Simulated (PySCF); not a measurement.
iminoborane (BH2N), SMILES N=B.

The structure is a stationary point at B3LYP-D3(BJ)/def2-TZVPD.

Calculation: PBE/def2-TZVPD (PySCF).

The molecule is in vacuum.

| Item | Value |
|---|---|
| total energy | -80.72298 hartree |
| point group | C∞v |
| highest occupied level | -7.26 eV |
| lowest empty level | -0.33 eV |
| orbital gap | 6.93 eV |
| dipole moment | 0.09 D |
| quadrupole, principal values (traceless, Buckingham form, about the centre of nuclear charge) | -2.48, -2.48, 4.97 D·Å |
| mean static polarisability | 23.6 bohr³ (3.50 Å³) |
| polarisability, principal values | 20.0, 20.0, 30.8 bohr³ |
